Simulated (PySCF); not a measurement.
PySCF input file for C4H6ClF, SMILES CC/C(F)=C/Cl, TDA-LC-ωPBE/def2-SVPD. Geometry optimised at B3LYP-D3(BJ)/def2-SVP. The structure was generated by enumeration; whether it is a known compound was not checked. Other conformers were not sampled.

```python
import numpy as np
from pyscf import gto, scf, dft, tdscf

mol = gto.M(
    atom='''
    C     2.58958611   -0.23371251    1.03071626
    C     1.49697180   -1.08054684    0.36613012
    C     0.34228589   -0.26312431   -0.11456156
    F     0.68503073    0.66995779   -1.01571875
    C    -0.92816106   -0.38450724    0.28350158
    Cl   -2.21165704    0.61124997   -0.31904741
    H     2.95797237    0.53834263    0.33887718
    H     2.20352849    0.27230781    1.92937396
    H     3.44287782   -0.86192219    1.32788527
    H     1.92284373   -1.61481070   -0.50266342
    H     1.12099904   -1.84884062    1.05893361
    H    -1.21942466   -1.13460095    1.01814995
    ''',
    basis='def2-SVPD',
    charge=0,
    spin=0,
    max_memory=1600,
    verbose=4,
)
mf = dft.RKS(mol, xc='lc_wpbe').density_fit(auxbasis='def2-universal-jkfit')
mf.grids.level = 3
mf.conv_tol = 1e-9
mf.max_cycle = 100
mf.kernel()
mf.grids = dft.Grids(mol).set(level=1).build(with_non0tab=True)  # coarser grid for the response kernel
td = tdscf.TDA(mf)
td.singlet = True
td.nstates = 10
td.conv_tol = 1e-4
td.positive_eig_threshold = 1e-6
td.kernel(x0=td.get_init_guess(mf, 15))
td.analyze()
tt = tdscf.TDA(mf)
tt.singlet = False
tt.nstates = 4
tt.conv_tol = 1e-4
tt.positive_eig_threshold = 1e-6
tt.kernel(x0=tt.get_init_guess(mf, 9))
tt.analyze(verbose=3)
```

Program output:

```
PySCF version 2.14.0

[INPUT] verbose = 4
[INPUT] num. atoms = 12
[INPUT] num. electrons = 56
[INPUT] charge = 0
[INPUT] spin (= nelec alpha-beta = 2S) = 0
[INPUT] symmetry False subgroup None
[INPUT] Mole.unit = angstrom
[INPUT] Symbol           X                Y                Z      unit          X                Y                Z       unit  Magmom
[INPUT]  1 C      2.589586110000  -0.233712510000   1.030716260000 AA    4.893608523878  -0.441652635785   1.947771443536 Bohr   0.0
[INPUT]  2 C      1.496971800000  -1.080546840000   0.366130120000 AA    2.828866718197  -2.041937592364   0.691885652754 Bohr   0.0
[INPUT]  3 C      0.342285890000  -0.263124310000  -0.114561560000 AA    0.646826588403  -0.497232882615  -0.216489972803 Bohr   0.0
[INPUT]  4 F      0.685030730000   0.669957790000  -1.015718750000 AA    1.294520466611   1.266036738119  -1.919430257086 Bohr   0.0
[INPUT]  5 C     -0.928161060000  -0.384507240000   0.283501580000 AA   -1.753970202886  -0.726613376512   0.535740342081 Bohr   0.0
[INPUT]  6 Cl    -2.211657040000   0.611249970000  -0.319047410000 AA   -4.179426087066   1.155095036949  -0.602912225652 Bohr   0.0
[INPUT]  7 H      2.957972370000   0.538342630000   0.338877180000 AA    5.589757663331   1.017320131878   0.640385060065 Bohr   0.0
[INPUT]  8 H      2.203528490000   0.272307810000   1.929373960000 AA    4.164065353776   0.514587182480   3.645988376268 Bohr   0.0
[INPUT]  9 H      3.442877820000  -0.861922190000   1.327885270000 AA    6.506096160140  -1.628796879785   2.509339485144 Bohr   0.0
[INPUT] 10 H      1.922843730000  -1.614810700000  -0.502663420000 AA    3.633648030037  -3.051549966017  -0.949896196637 Bohr   0.0
[INPUT] 11 H      1.120999040000  -1.848840620000   1.058933610000 AA    2.118381171500  -3.493802419771   2.001094506997 Bohr   0.0
[INPUT] 12 H     -1.219424660000  -1.134600950000   1.018149950000 AA   -2.304378636941  -2.144085056171   1.924024559240 Bohr   0.0

nuclear repulsion = 280.920096601591
number of shells = 76
number of NR pGTOs = 258
number of NR cGTOs = 178
basis = def2-SVPD
ecp = {}


[settings echo left out]
init E= -716.212536325742
  HOMO = -0.254566596138906  LUMO = 0.0128744686904891  gap/eV = 7.27744
cycle= 1 E= -715.398315295173  delta_E= 0.814  |g|= 0.525  |ddm|= 4.65
  HOMO = -0.378521723801075  LUMO = 0.0280590495226525  gap/eV = 11.06363
cycle= 2 E= -715.41554203326  delta_E= -0.0172  |g|= 0.528  |ddm|=  1.7
  HOMO = -0.362473268666787  LUMO = 0.0731555450826806  gap/eV = 11.85406
cycle= 3 E= -715.463895233882  delta_E= -0.0484  |g|= 0.063  |ddm|= 0.693
  HOMO = -0.359314932183698  LUMO = 0.0781902684868658  gap/eV = 11.90512
cycle= 4 E= -715.464659030738  delta_E= -0.000764  |g|= 0.0245  |ddm|= 0.149
  HOMO = -0.362536395929938  LUMO = 0.0769590487033254  gap/eV = 11.95928
cycle= 5 E= -715.464813184785  delta_E= -0.000154  |g|= 0.00561  |ddm|= 0.0606
  HOMO = -0.362055187396054  LUMO = 0.0773428827986975  gap/eV = 11.95663
cycle= 6 E= -715.464823745363  delta_E= -1.06e-05  |g|= 0.00132  |ddm|= 0.0179
  HOMO = -0.362043740963877  LUMO = 0.0773547565122716  gap/eV = 11.95664
cycle= 7 E= -715.464824475552  delta_E= -7.3e-07  |g|= 0.000769  |ddm|= 0.00578
  HOMO = -0.362111513552775  LUMO = 0.077338518478324  gap/eV = 11.95804
cycle= 8 E= -715.4648246659  delta_E= -1.9e-07  |g|= 0.000151  |ddm|= 0.00175
  HOMO = -0.362114942980898  LUMO = 0.0773437320649752  gap/eV = 11.95828
cycle= 9 E= -715.464824678913  delta_E= -1.3e-08  |g|= 3.44e-05  |ddm|= 0.000637
  HOMO = -0.36211248758395  LUMO = 0.0773463432628176  gap/eV = 11.95828
cycle= 10 E= -715.464824679572  delta_E= -6.58e-10  |g|= 9.58e-06  |ddm|= 0.000134
  HOMO = -0.362114234513183  LUMO = 0.0773454411346108  gap/eV = 11.95831
Extra cycle  E= -715.464824679609  delta_E= -3.71e-11  |g|= 5.49e-06  |ddm|= 3.97e-05
converged SCF energy = -715.464824679609
tot grids = 47168
Overwritten attributes  positive_eig_threshold  of <class 'pyscf.tdscf.rks.TDA'>


******** <class 'pyscf.tdscf.rks.TDA'> for <class 'pyscf.df.df_jk.DFRKS'> ********
nstates = 10 singlet
deg_eia_thresh = 1.000e-03
wfnsym = None
conv_tol = 0.0001
eigh lindep = 1e-12
eigh level_shift = 0
eigh max_cycle = 100


Excitation energies (eV)
[6.714026   7.40600629 7.53368561 8.2479335  8.2615146  8.60547979
 8.87991324 8.96625758 9.20799921 9.22316462]

** Singlet excitation energies and oscillator strengths **
Excited State   1:      6.71403 eV    184.66 nm  f=0.0008
      28 -> 30       -0.18236
      28 -> 31        0.54346
      28 -> 37       -0.32657
      28 -> 39       -0.13742
Excited State   2:      7.40601 eV    167.41 nm  f=0.1308
      28 -> 29       -0.56113
      28 -> 30        0.20824
      28 -> 31        0.11400
      28 -> 32        0.21774
      28 -> 34       -0.19512
Excited State   3:      7.53369 eV    164.57 nm  f=0.5179
      28 -> 29       -0.27527
      28 -> 30       -0.60130
      28 -> 31       -0.14876
Excited State   4:      8.24793 eV    150.32 nm  f=0.0003
      27 -> 29       -0.46580
      27 -> 30       -0.46549
      27 -> 32        0.11359
Excited State   5:      8.26151 eV    150.07 nm  f=0.0062
      27 -> 31       -0.59835
      27 -> 37        0.26371
      27 -> 39        0.15064
Excited State   6:      8.60548 eV    144.08 nm  f=0.0014
      28 -> 32       -0.38399
      28 -> 33       -0.30325
      28 -> 34       -0.34853
      28 -> 36        0.15406
      28 -> 37       -0.14782
      28 -> 38        0.20351
Excited State   7:      8.87991 eV    139.62 nm  f=0.0115
      28 -> 29       -0.16677
      28 -> 31        0.22608
      28 -> 32       -0.23167
      28 -> 33       -0.34722
      28 -> 34        0.31689
      28 -> 36       -0.12549
      28 -> 37        0.15238
      28 -> 38       -0.15054
      28 -> 39        0.15696
Excited State   8:      8.96626 eV    138.28 nm  f=0.0430
      28 -> 32       -0.38367
      28 -> 33        0.43821
      28 -> 35       -0.31058
Excited State   9:      9.20800 eV    134.65 nm  f=0.0063
      24 -> 30        0.11763
      24 -> 31       -0.27587
      24 -> 37        0.10998
      25 -> 29       -0.20211
      25 -> 30       -0.15660
      26 -> 29       -0.15763
      26 -> 30       -0.14668
      26 -> 31       -0.11221
      28 -> 34        0.20936
      28 -> 36        0.17567
      28 -> 37       -0.25320
Excited State  10:      9.22316 eV    134.43 nm  f=0.0092
      22 -> 29        0.11312
      22 -> 30        0.11535
      23 -> 30        0.11377
      24 -> 31        0.21532
      25 -> 29       -0.24142
      25 -> 30       -0.22999
      26 -> 29       -0.25161
      26 -> 30       -0.20443
      28 -> 34       -0.20556
      28 -> 36       -0.13353
      28 -> 37        0.16106

** Transition electric dipole moments (AU) **
state          X           Y           Z        Dip. S.      Osc.
  1        -0.0298     -0.0434     -0.0469      0.0050      0.0008
  2         0.8461     -0.0625      0.0345      0.7209      0.1308
  3         1.6518     -0.2536     -0.1153      2.8060      0.5179
  4         0.0243      0.0026      0.0324      0.0016      0.0003
  5         0.1350      0.0729     -0.0832      0.0305      0.0062
  6        -0.0190     -0.0560     -0.0540      0.0064      0.0014
  7         0.0153      0.1534      0.1705      0.0528      0.0115
  8         0.2693     -0.1113      0.3326      0.1955      0.0430
  9         0.0860     -0.1375     -0.0416      0.0280      0.0063
 10         0.0686      0.1536      0.1123      0.0409      0.0092

** Transition velocity dipole moments (imaginary part, AU) **
state          X           Y           Z        Dip. S.      Osc.
  1         0.0113      0.0648      0.0717      0.0095      0.0256
  2         0.1406     -0.0186      0.0482      0.0224      0.0549
  3         0.2555     -0.0847      0.0479      0.0748      0.1800
  4         0.0024     -0.0041      0.0144      0.0002      0.0005
  5         0.0856      0.0640     -0.0718      0.0166      0.0364
  6        -0.0004     -0.0322     -0.0377      0.0025      0.0052
  7         0.0130      0.0348      0.0290      0.0022      0.0045
  8         0.1023     -0.0323      0.0925      0.0201      0.0406
  9         0.0292     -0.0592     -0.0377      0.0058      0.0114
 10         0.0151      0.0285      0.0159      0.0013      0.0025

** Transition magnetic dipole moments (imaginary part, AU) **
state          X           Y           Z
  1        -0.3655     -0.1520      0.2276
  2         0.4050     -0.1959     -0.2315
  3        -0.1912     -0.1084     -0.4539
  4        -0.4363      0.4414     -0.3525
  5        -0.0318      0.2753      0.1489
  6         0.2364     -0.0603     -0.0807
  7        -0.4842     -0.6089      0.7094
  8         0.0578     -0.0978     -0.3592
  9        -0.0882      0.4425     -0.4276
 10         0.6025      0.2709     -0.3907


******** <class 'pyscf.tdscf.rks.TDA'> for <class 'pyscf.df.df_jk.DFRKS'> ********
nstates = 4 triplet
deg_eia_thresh = 1.000e-03
wfnsym = None
conv_tol = 0.0001
eigh lindep = 1e-12
eigh level_shift = 0
eigh max_cycle = 100


Excitation energies (eV)
[4.06114532 6.02357159 7.20141296 7.33366842]

** Triplet excitation energies and oscillator strengths **
Excited State   1:      4.06115 eV    305.29 nm  f=0.0000
Excited State   2:      6.02357 eV    205.83 nm  f=0.0000
Excited State   3:      7.20141 eV    172.17 nm  f=0.0000
Excited State   4:      7.33367 eV    169.06 nm  f=0.0000
```

The calculation finished and met its thresholds.
